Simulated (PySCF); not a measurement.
Species: C₃H₈FNSi.
Structure used (GFN2-xTB), in Å, numbered top down from 1:
```xyz
14
C3H8FNSi angstrom
F     -1.2812    0.2153    1.6167
C     -1.1719    0.1564    0.2353
C     -0.5824   -1.2020   -0.1409
N      0.8574   -1.0799   -0.1176
Si     1.4921    0.5018    0.0386
C     -0.2342    1.2575   -0.2287
H     -2.1980    0.2667   -0.1382
H     -0.9306   -1.9548    0.5745
H     -0.9335   -1.4878   -1.1422
H      1.3598   -1.9484   -0.0796
H      2.4260    0.8108   -1.0460
H      2.0539    0.8305    1.3519
H     -0.4251    1.4673   -1.2789
H     -0.4329    2.1661    0.3331
```

Probes without a nucleus sit at each ring's centroid and 1 Å off its mean plane on both sides; NICS is minus the shielding there, NICSzz its component along the normal. Level: GIAO PBE0/pcSseg-1 (PySCF, non-relativistic, gas phase) on the GFN2-xTB geometry, one conformer.

Ring bond lengths (Å), with Mayer bond orders in brackets: C2–C3 1.528 (1.00), C3–N4 1.445 (0.96), N4–Si5 1.711 (1.02), Si5–C6 1.903 (0.89), C6–C2 1.519 (1.02).

Q: Give the NICS values of each ring in ppm.

A: 
```tsv
ring	type	NICS(0)	NICS(1), two faces	NICS(1)zz, two faces	rms pucker (Å)	centre to ring atoms, mean (Å)
C2–C3–N4–Si5–C6	5-membered ring with N and Si; formal bonds all single	-5.4	-3.3 / -2.6	-4.2 / -2.9	0.16	1.36
```

Q: What can be read from them?

A: 
- C2–C3–N4–Si5–C6: mean NICS(1)zz -3.5 ppm, shielded. C2, C3, Si5, C6 have four or more neighbours, so the value isn't read as a sign of a π ring current.

Q: Give the inner angles of the rings and the Hirshfeld charges of the ring atoms.

A: 
- C2–C3–N4–Si5–C6: C2 109.3° (+0.066 e), C3 107.8° (-0.034 e), N4 116.7° (-0.251 e), Si5 91.0° (+0.367 e), C6 103.3° (-0.173 e); sum 528.1° against 540° for a flat convex ring.

Q: What are the shieldings of the ring atoms and their hydrogens in the same run (means over atoms taken as equivalent)?

A: 
| atoms | environment | σ isotropic (ppm) |
| --- | --- | --- |
| C2 | sp3 C–F carbon | 90.7 |
| C3 | sp3 carbon bound to nitrogen | 129.4 |
| N4 | silicon-bound nitrogen | 254.0 |
| Si5 | SiH2 silicon | 377.1 |
| C6 | sp3 carbon bound to silicon | 168.0 |
| H7 | methine hydrogen | 26.30 |
| H8 | methylene hydrogen | 27.95 |
| H9 | methylene hydrogen | 28.20 |
| H10 | N–H hydrogen | 31.92 |
| H11 | Si–H hydrogen | 26.72 |
| H12 | Si–H hydrogen | 26.57 |
| H13 | methylene hydrogen | 30.62 |
| H14 | methylene hydrogen | 30.32 |

Hardware: one thread of an Arm Neoverse V1, on a shared host. Cost: 17 s of wall time, 0.71 GiB resident at most. This is the whole shielding run at PBE0/pcSseg-1, SCF included.
